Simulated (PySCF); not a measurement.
How methods differ on the ionisation energy of Sc⁺

Sc⁺ [Ar] 3d1 4s1 (3D) → Sc²⁺ [Ar] 3d1 (2D), as a difference of total energies. Computed with PySCF 2.14 in cc-pVQZ-DK (8s7p5d3f2g1h, 104 functions), with scalar relativity by spin-free X2C-1e. Correlated levels: valence: [Ar] frozen. The calculations carry no spin-orbit coupling.

Task: Order these methods by the ionisation energy they give, lowest first.
A. B97-3
B. LDA
C. PW91
D. wB97M-V

Result: A (12.685 eV), D (12.741 eV), C (13.170 eV), B (13.288 eV).

Errors of the correlated levels include the incompleteness of this basis and the frozen core.

For comparison: 12.800 eV (measured; NIST Atomic Spectra Database, ionization energies).
